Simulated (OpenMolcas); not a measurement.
Pt6+ (d4) among equal point charges was computed by CASSCF with the d shell active (OpenMolcas, ANO-RCC-VDZP on the metal). Its lowest spin-free states, and all those of the highest spin:

```
2S+1  Degeneracy  E (cm-1)
   5           1       0.0
   5           2      6846
   5           2     11393
   3           2     22342
   3           1     23061
   3           1     23066
   3           2     25157
   3           1     25540
   3           2     27477
   3           2     27863
   3           1     27937
   3           2     28772
```

Is the site octahedral, tetrahedral or cube-like, axial, or of lower symmetry?

The states with 2S+1 = 5 have orbital degeneracies 1, 2, 2. There are pairs but no triples, so the site is axial: not cubic, but with a proper or improper axis of order three or more. The run had Pt6+ among 5 point charges of -2 e arranged as a trigonal bipyramid (D3h), 2.23 Å from the ion, with the axial distance 1.962 Å.

Spin-orbit coupling mixes the spin-free states strongly: the lowest level takes only 28 % from its leading state, 5A1. Without dynamic correlation the repulsion within the d shell is too large (B by tens of per cent), so at a given field states of lower spin stand too high. Point charges give a weaker field than real ligands, and real ions of this kind are as a rule low spin; the high spin found here belongs to the model. Point charges carry no covalency, so the field is a model and not that of real ligands. No measured value stands beside these numbers.
